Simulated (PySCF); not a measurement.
Basis-set dependence of excited states

C3H3BrGeO.
InChI=1S/C3H3BrGeO/c4-5-2-1-3-6/h3H,5H2

TDDFT with PBE0 (PySCF), vertical singlets, core orbitals frozen in the response, spherical d and f functions. Isolated species at its PBE0-D3(BJ)/def2-SVP geometry, gas phase. The PBE0/6-31G* calculation is non-relativistic and has no spin–orbit coupling, an omission that weighs most on bromine and germanium.

```json
{"basis": "6-31G*", "functions": "126", "diffuse": "no", "S1 (eV)": "3.71", "S2 (eV)": "4.68", "S3 (eV)": "5.44", "S4 (eV)": "5.59", "S5 (eV)": "5.64", "LUMO (eV)": "-2.19", "α (au)": "75.3"}
{"basis": "def2-SVP", "functions": "135", "diffuse": "no", "S1 (eV)": "3.67", "S2 (eV)": "4.68", "S3 (eV)": "5.34", "S4 (eV)": "5.49", "S5 (eV)": "5.55", "LUMO (eV)": "-2.34", "α (au)": "76.6"}
{"basis": "def2-SVPD", "functions": "186", "diffuse": "yes", "S1 (eV)": "3.69", "S2 (eV)": "4.59", "S3 (eV)": "5.25", "S4 (eV)": "5.41", "S5 (eV)": "5.47", "LUMO (eV)": "-2.58", "α (au)": "93.2"}
{"basis": "aug-cc-pVDZ", "functions": "191", "diffuse": "yes", "S1 (eV)": "3.68", "S2 (eV)": "4.58", "S3 (eV)": "5.28", "S4 (eV)": "5.45", "S5 (eV)": "5.46", "LUMO (eV)": "-2.52", "α (au)": "93.3"}
{"basis": "def2-TZVP", "functions": "238", "diffuse": "no", "S1 (eV)": "3.70", "S2 (eV)": "4.60", "S3 (eV)": "5.31", "S4 (eV)": "5.48", "S5 (eV)": "5.49", "LUMO (eV)": "-2.48", "α (au)": "87.9"}
{"basis": "def2-TZVPD", "functions": "289", "diffuse": "yes", "S1 (eV)": "3.69", "S2 (eV)": "4.58", "S3 (eV)": "5.28", "S4 (eV)": "5.45", "S5 (eV)": "5.46", "LUMO (eV)": "-2.53", "α (au)": "94.3"}
```

Problem. Compare the sets with the largest diffuse one.

Solution. States are compared by their number. Against the largest diffuse basis here (def2-TZVPD, itself not a converged limit), sets without diffuse functions differ by up to 0.02 eV in S1 and 0.18 eV in S5; the smaller diffuse sets differ by up to 0.01 and 0.01 eV. State by state, the largest deviation of a set without diffuse functions is S1 0.02, S2 0.10, S3 0.16, S4 0.13, S5 0.18 eV. The same number needn't mean the same state in each row. Against def2-TZVPD the polarisability deviates by -20% in 6-31G*, -19% in def2-SVP, -1% in def2-SVPD, -1% in aug-cc-pVDZ, -7% in def2-TZVP.
